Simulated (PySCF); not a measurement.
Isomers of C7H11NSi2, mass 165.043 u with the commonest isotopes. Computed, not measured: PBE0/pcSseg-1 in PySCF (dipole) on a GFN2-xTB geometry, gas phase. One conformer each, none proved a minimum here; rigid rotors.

Problem. Order these by rotational constant A, smallest first.
A. `[CH3:1][C:2]1=[CH:3][Si@H:4]([C:5]#[N:6])[CH:7]=[CH:8][CH2:9][SiH2:10]1` with C2–C3–Si4–C5 154°, C3–Si4–C7–C8 -61°, C7–C8–C9–Si10 75°, C8–C9–Si10–C2 -67°
B. `[CH:1]#[C:2][CH2:3][C:4](=[CH2:5])[SiH2:6][NH:7][SiH2:8][C:9]#[CH:10]` with C2–C3–C4–C5 112°, C3–C4–Si6–N7 150°, C4–Si6–N7–Si8 169°, Si6–N7–Si8–C9 180°
C. `[CH:1]#[C:2][SiH2:3][C:4]#[C:5][SiH2:6][C@@H:7]1[CH2:8][C@H:9]1[NH2:10]` with C5–Si6–C7–C8 -113°, C8–C9–N10–H 155° and 35°
D. `[CH3:1][Si@:2]1([CH2:3][SiH3:4])[CH:5]=[CH:6][CH:7]=[C:8]1[C:9]#[N:10]` with C1–Si2–C3–Si4 60°
E. `C1c2c1c(N([SiH3])[SiH3])ccc2`

Solution. D (1179 MHz), A (1430 MHz), E (1609 MHz), B (1845 MHz), C (1990 MHz).

Problem. Order these by out-of-plane moment Σ m c² = (Ia + Ib − Ic)/2, smallest first.
A. `[CH3:1][Si@:2]1([CH2:3][SiH3:4])[CH:5]=[CH:6][CH:7]=[C:8]1[C:9]#[N:10]` with C1–Si2–C3–Si4 60°
B. `[CH:1]#[C:2][SiH2:3][C:4]#[C:5][SiH2:6][C@@H:7]1[CH2:8][C@H:9]1[NH2:10]` with C5–Si6–C7–C8 -113°, C8–C9–N10–H 155° and 35°
C. `[SiH3]N([SiH3])C1=CC=CC2=C1C2`
D. `[CH3:1][C:2]1=[CH:3][Si@H:4]([C:5]#[N:6])[CH:7]=[CH:8][CH2:9][SiH2:10]1` with C2–C3–Si4–C5 154°, C3–Si4–C7–C8 -61°, C7–C8–C9–Si10 75°, C8–C9–Si10–C2 -67°
E. `[CH:1]#[C:2][CH2:3][C:4](=[CH2:5])[SiH2:6][NH:7][SiH2:8][C:9]#[CH:10]` with C2–C3–C4–C5 112°, C3–C4–Si6–N7 150°, C4–Si6–N7–Si8 169°, Si6–N7–Si8–C9 180°

Solution. C (7.77 u·Å²), D (33.93 u·Å²), B (77.29 u·Å²), A (113.97 u·Å²), E (129.91 u·Å²).

Problem. Order these by rotational constant C, largest first.
A. `[CH3:1][C:2]1=[CH:3][Si@H:4]([C:5]#[N:6])[CH:7]=[CH:8][CH2:9][SiH2:10]1` with C2–C3–Si4–C5 154°, C3–Si4–C7–C8 -61°, C7–C8–C9–Si10 75°, C8–C9–Si10–C2 -67°
B. `[CH:1]#[C:2][CH2:3][C:4](=[CH2:5])[SiH2:6][NH:7][SiH2:8][C:9]#[CH:10]` with C2–C3–C4–C5 112°, C3–C4–Si6–N7 150°, C4–Si6–N7–Si8 169°, Si6–N7–Si8–C9 180°
C. `[CH:1]#[C:2][SiH2:3][C:4]#[C:5][SiH2:6][C@@H:7]1[CH2:8][C@H:9]1[NH2:10]` with C5–Si6–C7–C8 -113°, C8–C9–N10–H 155° and 35°
D. `[CH3:1][Si@:2]1([CH2:3][SiH3:4])[CH:5]=[CH:6][CH:7]=[C:8]1[C:9]#[N:10]` with C1–Si2–C3–Si4 60°
E. `[SiH3]N([SiH3])c1cccc2c1C2`

Solution. D (614.3 MHz), E (542.4 MHz), A (513.5 MHz), B (388.2 MHz), C (281.1 MHz).

| SMILES | point group | Ia (u·Å²) | Ib (u·Å²) | Ic (u·Å²) | κ | μa (D) | μb (D) | μc (D) |
| --- | --- | --- | --- | --- | --- | --- | --- | --- |
| C#CCC(=C)[SiH2]N[SiH2]C#C | C1 | 273.85 | 1287.73 | 1301.75 | -0.99 | 0.16 | 0.78 | 0.89 |
| C#C[SiH2]C#C[SiH2][C@@H]1C[C@H]1N | C1 | 253.96 | 1698.73 | 1798.10 | -0.98 | 0.34 | 1.09 | 0.07 |
| [SiH3]N([SiH3])c1cccc2c1C2 | near Cs | 314.11 | 633.10 | 931.67 | -0.52 | 0.45 | 0.15 | 0.01 |
| C[Si@]1(C[SiH3])C=CC=C1C#N | C1 | 428.61 | 622.08 | 822.75 | -0.30 | 1.60 | 4.62 | 0.60 |
| CC1=C[Si@H](C#N)C=CC[SiH2]1 | C1 | 353.51 | 698.53 | 984.19 | -0.54 | 4.89 | 0.97 | 0.65 |
